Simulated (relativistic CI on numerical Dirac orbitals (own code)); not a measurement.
Computed by Dirac-Coulomb-Breit CI, orbitals from a KLI potential per configuration, model QED (radiative potential, 1s self-energy scaled to tabulated hydrogen-like ionisation energies), unscaled Slater integrals (own radial code, finite nucleus).

The strongest absorption lines from the ground level of an ion, among the configurations computed and to levels below about 527 eV (vacuum wavelength in nm, gf): 2.3681 (0.74), 2.3859 (0.55), 2.3884 (0.39), 3.1610 (0.31), 3.1637 (0.55), 3.1740 (0.27), 3.1967 (0.28), 6.3493 (1.2).

**Question.** Which ion is it?
A. Pd¹⁷⁺
B. Pd¹⁹⁺
C. Ru¹⁷⁺
D. Cd²¹⁺

**Answer.** B. Pd¹⁹⁺ has 27 electrons and the ground level 3s2 3p6 3d9 2D_5/2; the strongest line goes to 3s2 3p5 3d10 2P°_3/2. The pattern of lines fixes the number of electrons, and along that sequence the line energies rise steadily with the charge (about as its square where n changes within one kind of shell, about linearly where n is kept but much faster in heavy ions where fine structure, which grows about as Z⁴, sets the gap, and irregularly where shells cross), which fixes Z. Configurations outside the model, such as inner-shell arrays, can give stronger lines. At this charge energies of transitions that change n are usually good to better than 1 %, and those within a shell (Δn = 0) to a few per cent.

LS names give the leading component of a level, which can be under half, so a name can repeat, a term be missing and a line seem to break the LS rules.
